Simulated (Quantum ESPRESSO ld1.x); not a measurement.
The numbers below are computed, except where a source is named.
Species: B I. Configuration: [He] 2s2 2p1 (the NIST ground configuration). Code: ld1.x of Quantum ESPRESSO 7.5. Model: Dirac Kohn-Sham, BLYP, spin-unpolarised, spherical densities, point nucleus; open shells are shared between the two j in proportion to 2j + 1. Some entries of the table are withheld. Estimate them.

orbital      occ.  eigenvalue (hartree)  <1/r> (bohr^-1)
1s1/2           2                   (1)            4.656
2s1/2           2                   (2)              (3)
2p1/2    0.333333              -0.13006              (4)
2p3/2    0.666667              -0.12994              (5)

Answer. 
(1) 1s1/2 eigenvalue (hartree): -6.65370
(2) 2s1/2 eigenvalue (hartree): -0.34182
(3) 2s1/2 <1/r> (bohr^-1): 0.7400
(4) 2p1/2 <1/r> (bohr^-1): 0.5982
(5) 2p3/2 <1/r> (bohr^-1): 0.5979
